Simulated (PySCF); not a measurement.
**Basis and Hamiltonian dependence of the excitation energy of B+**

B+ [He] 2s2 (1S) → B+ [He] 2s1 2p1, s spin flipped. Calculated with PySCF 2.14 from differences of total energies of unrestricted determinants, without spin-orbit coupling. Values in eV.

| basis | Hamiltonian | functions | UHF | LDA | PBE0 | MP2 (valence) |
| --- | --- | --- | --- | --- | --- | --- |
| x2c-TZVPPall | spin-free X2C | 31 | 6.033 | 5.606 | 5.725 | 6.176 |
| def2-TZVPPD | non-relativistic | 37 | 6.025 | 5.598 | 5.718 | 6.169 |
| aug-cc-pVTZ-DK | spin-free X2C | 46 | 6.046 | 5.615 | 5.738 | 6.193 |
| aug-cc-pCVTZ-DK | spin-free X2C | 59 | 6.045 | 5.614 | 5.738 | 6.201 |
| aug-cc-pwCVTZ | non-relativistic | 59 | 6.037 | 5.606 | 5.730 | 6.194 |
| aug-cc-pVTZ with one added diffuse shell each of s, p, d, f type | non-relativistic | 62 | 6.039 | 5.608 | 5.731 | 6.186 |
| x2c-QZVPPall with one added diffuse shell each of s, p, d, f type | spin-free X2C | 73 | 6.034 | 5.604 | 5.727 | 6.179 |
| dyall-acv3z | spin-free X2C | 76 | 6.034 | 5.602 | 5.726 | 6.202 |
| aug-cc-pV5Z | non-relativistic | 127 | 6.026 | 5.594 | 5.718 | 6.176 |

Frozen in the all-electron rows: valence: 1s2.

In the upper determinant the s electron has its spin opposite to the other open shell, which mixes two multiplicities.
